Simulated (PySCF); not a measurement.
## Spinor energies of In²⁺ (indium, charge +2)

Start: [Kr] 4d9 5s1 5p1; 4d3/2 filled at m_j = -3/2, -1/2, +1/2, +3/2; 4d5/2 filled at m_j = -3/2, -1/2, +1/2, +3/2, +5/2; 5s1/2 filled at m_j = +1/2; 5p3/2 filled at m_j = +3/2. Calculated with PySCF 2.14 in x2c-SVPall-2c with one added diffuse shell each of s, p type (7s9p4d, 54 functions): generalised Hartree-Fock with the X2C-1e Hamiltonian and a Gaussian nucleus; one run each with spin-orbit coupling (SO) switched off, then screened by Boettger's factors. This is a chosen level, not necessarily the ground level.

| spinor shell | electrons | ε, spin-free (eV) | ε, screened SO (eV) | weight of nominal j (screened SO) | rms radius, screened SO (bohr) |
| --- | --- | --- | --- | --- | --- |
| 1s1/2 | 2 | -28107.8 | -28105.5 | 1.000 | 0.0341 |
| 2s1/2 | 2 | -4324.4 | -4323.8 | 1.000 | 0.139 |
| 2p1/2 | 2 | -3878.7 | -4025.2 | 1.000 | 0.120 |
| 2p3/2 | 4 | -3878.7 | -3811.5 | 1.000 | 0.125 |
| 3s1/2 | 2 | -883.62 | -883.49 | 1.000 | 0.371 |
| 3p1/2 | 2 | -733.78 | -761.13 | 1.000 | 0.364 |
| 3p3/2 | 4 | -733.78 | -721.22 | 1.000 | 0.376 |
| 3d3/2 | 4 | -501.53 | -506.40 | 0.999 | 0.350 |
| 4s1/2 | 2 | -171.54 | -171.56 | 1.000 | 0.903 |
| 4p1/2 | 2 | -123.90 | -129.53 | 0.989 | 0.963 |
| 4p3/2 | 4 | -123.90 | -121.35 | 0.994 | 0.985 |
| 4d3/2 | 4 | -53.223 | -54.077 | 0.845 | 1.24 |
| 4d5/2 | 5 | -53.223 | -52.687 | 0.876 | 1.24 |
| 5s1/2 | 1 | -31.354 | -31.374 | 0.999 | 2.50 |
| 5p3/2 | 1 | -23.137 | -22.910 | 1.000 | 2.89 |

Where does 3d5/2 lie, and what is the 3d spin-orbit splitting (screened SO)?

At -498.19 eV, 8.211 eV above 3d3/2.

```json
{"quantity": "E (hartree)", "spin-free": "-5875.43087", "screened SO": "-5876.68676"}
{"quantity": "M_J", "spin-free": "9/2", "screened SO": "9/2"}
{"quantity": "⟨J²⟩", "spin-free": "24.760", "screened SO": "24.760"}
{"quantity": "⟨L²⟩", "spin-free": "12.009", "screened SO": "12.022"}
{"quantity": "⟨S²⟩", "spin-free": "3.751", "screened SO": "3.764"}
```

Each row is a mean over spinors that exchange with the open shell spreads, by up to 6.805 eV (4p3/2).

Rows whose weight is well below 1 are mixtures of j = l ± 1/2: exchange outweighs spin-orbit coupling there, and the label is only the starting occupation.

Breit and QED terms are absent; they matter most for the inner s and p1/2 levels.

Densities and radii are taken from the X2C orbitals without a picture-change correction, which distorts them close to the nucleus.

Without spin-orbit coupling the j labels of p, d and f shells carry no meaning; the spin-free column gives the mean over the occupied spinors of each nl shell.
